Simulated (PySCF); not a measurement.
Compound: FH6NSi2.
Atom-mapped SMILES: `[NH2:1][Si@H:2]([F:3])[SiH3:4]` (hydrogens: H5, H6 on N1; H7 on Si2; H8, H9, H10 on Si4)

Computed by this run: PBE0-D3(BJ)/def2-SVP geometry optimisation, gas phase (PySCF); density fitting, grid level 1; the optimiser is geomeTRIC in internal coordinates, started from a GFN2-xTB structure with every atom displaced at random (about 0.01 Å).

Step 0: E = -20042.4387 eV
```
atom  x, y, z in Å  |  force x, y, z in eV/Å
N1      1.6230   -0.6714    0.3260   -1.908   1.553  -0.092
Si2     0.5428    0.5589   -0.2971    2.100  -0.459   0.497
F3      0.9220    1.8360    0.6113   -0.075   0.688   0.600
Si4    -1.5914   -0.0814    0.0577   -1.372  -0.268   0.110
H5      2.5604   -0.4191    0.5068    1.315   0.298   0.137
H6      1.5275   -1.5903   -0.0023   -0.042  -1.683  -0.408
H7      0.9176    1.0769   -1.6219   -0.254  -0.034  -0.650
H8     -2.3050   -0.2568   -1.2248   -0.134  -0.043  -0.402
H9     -1.7373   -1.3608    0.7850    0.231  -0.335   0.141
H10    -2.4091    0.8871    0.8383    0.139   0.284   0.066
```

Task: Estimate the geometry and energy of step 1. (The exact step hangs on the optimiser's Hessian estimate; all steps are aligned on step 0, rigid shifts and turns removed.)

Result: E = -20042.6632 eV, largest force 0.345 eV/Å
```
atom  x, y, z in Å  |  force x, y, z in eV/Å
N1      1.6312   -0.6748    0.3068    0.335   0.080   0.022
Si2     0.5943    0.5966   -0.2164   -0.181  -0.171  -0.168
F3      0.8919    1.8927    0.7345    0.033  -0.195  -0.097
Si4    -1.6414   -0.0940    0.0342    0.160   0.041   0.010
H5      2.6223   -0.4582    0.4271   -0.219  -0.160  -0.079
H6      1.4962   -1.6443    0.0215   -0.053   0.301   0.135
H7      0.8072    1.0669   -1.6247    0.106   0.150   0.105
H8     -2.3048   -0.3260   -1.2857    0.003   0.004  -0.022
H9     -1.6754   -1.3641    0.8186   -0.079  -0.036   0.054
H10    -2.3710    0.9843    0.7629   -0.105  -0.013   0.040
```

The energy changes by -0.2244 eV. The first-order estimate −F·Δx gives -0.5431 eV and the mean of the old and new forces, exact on a quadratic surface, -0.2236 eV. The step makes an angle of 66° with the force vector and moves no atom by more than 0.139 Å.

What follows is the cost of the whole optimisation. Hardware: Arm Neoverse V2, one thread, no GPU (shared host). Cost: 45 s, 0.39 GiB resident at most.
